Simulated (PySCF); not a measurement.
Compound: C7H15P.
Bonds: C1–P2, P2–C3, C3–C4, C4–C5, C5–C6, C6–C7, C7–C8, P2–C8. Hydrogens: H9, H10, H11 on C1; H12, H13 on C3; H14, H15 on C4; H16, H17 on C5; H18, H19 on C6; H20, H21 on C7; H22, H23 on C8.

The same species was optimised twice, with GFN2-xTB and with PBE0-D3(BJ)/def2-SVP (PySCF), and the same property calculations (PySCF, gas phase) were run on both structures.

| coordinate | GFN2-xTB | PBE0-D3(BJ)/def2-SVP | change |
| --- | --- | --- | --- |
| C1–P2 (Å) | 1.853 | 1.850 | -0.003 |
| P2–C8 (Å) | 1.865 | 1.862 | -0.003 |
| C6–C7 (Å) | 1.528 | 1.530 | +0.002 |
| C7–C8 (Å) | 1.528 | 1.529 | +0.001 |
| P2–C3 (Å) | 1.865 | 1.863 | -0.002 |
| C5–C6 (Å) | 1.533 | 1.534 | +0.001 |
| C3–C4 (Å) | 1.524 | 1.525 | +0.001 |
| C4–C5 (Å) | 1.529 | 1.530 | +0.001 |
| C6–C7–C8 (°) | 113.4 | 116.0 | +2.6 |
| C3–C4–C5 (°) | 114.2 | 116.4 | +2.2 |
| C5–C6–C7 (°) | 114.7 | 116.8 | +2.1 |
| C4–C5–C6 (°) | 112.9 | 114.9 | +2.0 |
| C1–P2–C8 (°) | 96.8 | 98.6 | +1.8 |
| C1–P2–C3 (°) | 96.5 | 98.2 | +1.7 |
| P2–C8–C7 (°) | 112.9 | 114.3 | +1.4 |
| P2–C3–C4 (°) | 114.7 | 115.3 | +0.6 |

Rotational constants: A = 2483, B = 1462, C = 1052 MHz (GFN2-xTB) against A = 2490, B = 1414, C = 1021 MHz (PBE0-D3(BJ)/def2-SVP). Point groups within 0.08 Å: C1 and C1.

On the GFN2-xTB structure: HOMO (eV) -6.38 [PBE0/pcSseg-1]; LUMO (eV) 1.29 [PBE0/pcSseg-1]; dipole (D) 1.16 [PBE0/pcSseg-1]; GIAO shielding of C1 (ppm) 169.4 [PBE0/pcSseg-1]; GIAO shielding of P2 (ppm) 390.0 [PBE0/pcSseg-1]; GIAO shielding of C3/C8 (mean) (ppm) 146.8 [PBE0/pcSseg-1]; GIAO shielding of C4/C7 (mean) (ppm) 155.7 [PBE0/pcSseg-1]; GIAO shielding of C5/C6 (mean) (ppm) 156.4 [PBE0/pcSseg-1].

What do these properties become on the PBE0-D3(BJ)/def2-SVP structure?

```csv
property,level,on GFN2-xTB,on PBE0-D3(BJ)/def2-SVP,change
HOMO (eV),PBE0/pcSseg-1,-6.38,-6.29,+0.09
LUMO (eV),PBE0/pcSseg-1,1.29,1.20,-0.09
dipole (D),PBE0/pcSseg-1,1.16,1.20,+0.04
"energy, GFN2-xTB geometry as zero (kcal/mol)",PBE0/pcSseg-1,0.0,-1.3,-1.3
GIAO shielding of C1 (ppm),PBE0/pcSseg-1,169.4,168.1,-1.3
GIAO shielding of P2 (ppm),PBE0/pcSseg-1,390.0,381.1,-8.9
GIAO shielding of C3/C8 (mean) (ppm),PBE0/pcSseg-1,146.8,146.4,-0.4
GIAO shielding of C4/C7 (mean) (ppm),PBE0/pcSseg-1,155.7,154.8,-0.9
GIAO shielding of C5/C6 (mean) (ppm),PBE0/pcSseg-1,156.4,155.2,-1.2
```

The heavy atoms differ by 0.044 Å rms after alignment. Among bonds between heavy atoms C1–P2, P2–C3, P2–C8 and C6–C7 change most and about equally (-0.003 to +0.002 Å). Changes are differences of the printed values. Neither structure is proved a minimum here.
